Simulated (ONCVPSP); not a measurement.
**caesium: excitation energies, all-electron against ONCV**

```
Element                 : caesium (Cs)
Generator               : ONCVPSP 4.0.1
Type                    : optimised norm-conserving Vanderbilt (ONCV)
Functional              : LDA (Perdew-Wang 92)
Relativity              : scalar-relativistic
Frozen core             : [Kr] 4d10
Valence charge          : 9
Reference configuration : 5s2 5p6 6s0.5 6p0.5
Partial waves           : 5s+6s: rc 2.55 bohr, ncon 3, nbas 7, qcut 5.1 1/bohr, 2 projectors; 5p+6p: rc 2.85 bohr, ncon 4, nbas 8, qcut 5.7 1/bohr, 2 projectors; d scattering state at 0.05 Ha: rc 2.75 bohr, ncon 4, nbas 8, qcut 3.4 1/bohr, 3 projectors, debl 1.5 Ha; f scattering state at 0.3 Ha: rc 3.15 bohr, ncon 3, nbas 6, qcut 3 1/bohr, 2 projectors, debl 1.3 Ha
Local potential         : polynomial inside 2.15 bohr (lpopt 3, dvloc0 1 Ha)
Core correction         : none
```

Energies are relative to the spin-unpolarised reference configuration 5s2 5p6 6s0.5 6p0.5; without spin polarisation the order of configurations can differ from experiment.

```
  valence configuration  charge  ΔE all-electron (eV)  error AE − PS (meV)
        5s2 5p6 6s0 6p0      +1                 3.270                 -0.2
      5s2 5p6 6s0.5 6p0    +0.5                 0.827                 -0.1
5s2 5p6 5d0.5 6s0.5 6p0       0                 0.141                 -0.7
```

**Question.** What are ΔE and the potential's error for 5s2 5p6 6s1 6p0?

**Answer.** ΔE = -0.726 eV all-electron; the error (AE − PS) is -0.1 meV.
